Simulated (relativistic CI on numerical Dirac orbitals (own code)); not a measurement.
# Slater and spin-orbit integrals, Nd55+

Computed by Dirac-Coulomb-Breit CI, orbitals from a KLI potential per configuration, QED by a radiative potential, unscaled Slater integrals (own radial code, finite nucleus).

Slater integrals F^k, G^k are unscaled and averaged over j, outside the closed core 1s2; ζ comes from projecting the Hamiltonian with its Breit term on Σ l·s of the shell.

- 2s2 2p: ζ(2p) = 3.0844e+06 cm⁻¹; <r>(2p) = 0.08338, <r^2>(2p) = 0.008433 (bohr units).
- 2s 2p2: F^2(2p,2p) = 1.1355e+06, G^1(2s,2p) = 1.2022e+06, ζ(2p) = 3.0738e+06 cm⁻¹; <r>(2s) = 0.09587, <r^2>(2s) = 0.01085, <r>(2p) = 0.08345, <r^2>(2p) = 0.008445 (bohr units).
- 2p3: F^2(2p,2p) = 1.1339e+06, ζ(2p) = 3.0634e+06 cm⁻¹; <r>(2p) = 0.08356, <r^2>(2p) = 0.008469 (bohr units).

Averages of the first 10 configurations, taken without configuration mixing, which lowers the lowest level and can move excited configurations by several eV; other configurations of the list can lie among them:

```csv
Configuration,Parity,States,Average energy above the lowest level (eV)
2s2 2p,odd,6,386.8
2s 2p2,even,30,948.8
2p3,odd,20,1560.1
2p2 3s,even,30,7688.5
2p2 3p,odd,90,7857.4
2p2 3d,even,150,7988.5
2s2 3s,even,2,6578.5
2s2 3p,odd,6,6755.9
2s2 3d,even,10,6887.1
2s 2p 3s,odd,24,7108.6
```
